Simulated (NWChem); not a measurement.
System: CH$_{6}$FNSi; SMILES N[SiH2]CF

```xyz
10

N      0.3997    -2.0568     0.0000
Si    -0.4443    -0.5426     0.0000
C      0.6443     1.0303     0.0000
F     -0.2218     2.1380     0.0000
H      0.8516    -2.4049    -0.8358
H      0.8516    -2.4049     0.8358
H     -1.2853    -0.4841     1.2233
H     -1.2853    -0.4841    -1.2233
H      1.2915     1.0998    -0.8855
H      1.2915     1.0998     0.8855
```
Atoms are numbered in this order, from 1.

All runs: NWChem. Pople sets run with spherical d functions. Geometry: optimised at B3LYP/6-31G* (spherical d). Isolated, static molecule.

GIAO at B3LYP/6-31G*: principal shieldings of N1 are 231.5, 260.7, 276.3 ppm; an isolated ammonia molecule has σ = 255.8 ppm at the same levels.

### Question
Find the isotropic 15N shift, its principal values, the span and the skew.

### Answer

1. σ(iso) = one third of the sum = 256.2 ppm.
2. δ = σ(reference) − σ = -0.4 ppm against ammonia.
3. δ11, δ22, δ33 = 24.3, -4.9, -20.5 ppm.
4. Span Ω = δ11 − δ33 = 44.8 ppm; skew κ = 3(δ22 − δ(iso))/Ω = -0.30.
